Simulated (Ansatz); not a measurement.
Born–Oppenheimer molecular dynamics of BCl₃H₅NO (11 atoms, charge 0, multiplicity 1). It starts at the highest image of a converged band. Of that band: The profile has 2 maxima (images 1, 3) with wells between them (image 2): this band takes more than one step, which may be the mechanism or a detour left from its start path. A vibrational analysis at the climbing image gives one clearly imaginary mode, 1108i cm⁻¹: a first-order saddle point.

Theory: RHF/def2-SVP (Ansatz).

```json
{"ensemble": "NVE (velocity Verlet)", "time step": "0.5 fs", "steps asked": "200", "starting velocities drawn for": "100 K", "seed": "4984"}
```

First frame:

```xyz
11
Properties=species:S:1:pos:R:3
B 0.167 -1.299 -0.750
Cl 1.908 -1.133 -0.062
Cl 0.144 -2.238 -2.324
Cl -0.977 -1.975 0.547
H -0.271 0.761 -0.061
O -0.321 0.093 -1.028
H 0.753 1.144 1.444
N -0.196 1.271 1.126
H 0.044 0.446 -1.829
H -0.462 2.236 1.234
H -0.789 0.694 1.704
```

(1) How far do the bonds stretch over the last three quarters of this one trajectory? (Pairs bonded in most of those frames.)

Answers

(1) 
```json
{"bond": "B1–Cl2", "mean (Å)": "1.848", "spread (Å)": "0.009", "shortest": "1.83", "longest": "1.86"}
{"bond": "B1–Cl3", "mean (Å)": "1.828", "spread (Å)": "0.012", "shortest": "1.81", "longest": "1.85"}
{"bond": "B1–Cl4", "mean (Å)": "1.836", "spread (Å)": "0.015", "shortest": "1.81", "longest": "1.86"}
{"bond": "B1–O6", "mean (Å)": "1.566", "spread (Å)": "0.016", "shortest": "1.54", "longest": "1.59"}
{"bond": "H5–O6", "mean (Å)": "1.007", "spread (Å)": "0.023", "shortest": "0.97", "longest": "1.04"}
{"bond": "O6–H9", "mean (Å)": "0.951", "spread (Å)": "0.008", "shortest": "0.94", "longest": "0.96"}
{"bond": "H7–N8", "mean (Å)": "1.009", "spread (Å)": "0.009", "shortest": "0.99", "longest": "1.02"}
{"bond": "N8–H10", "mean (Å)": "1.007", "spread (Å)": "0.010", "shortest": "0.99", "longest": "1.02"}
{"bond": "N8–H11", "mean (Å)": "1.008", "spread (Å)": "0.005", "shortest": "1.00", "longest": "1.02"}
```

Mean temperature of the second half: 86 K. The conserved energy stayed within 0.065 meV per atom of its start (net change 0.015 meV per atom), so the integration is sound. A run of 0.1 ps of so small a system gives no equilibrium averages. The orbitals stay closed-shell, which can raise the energy where a bond breaks towards radicals; this wasn't checked here.

The run took 5.8 min on 2 threads of AMD EPYC 7B13 (Zen 3) (shared host), peak memory 0.31 GiB.
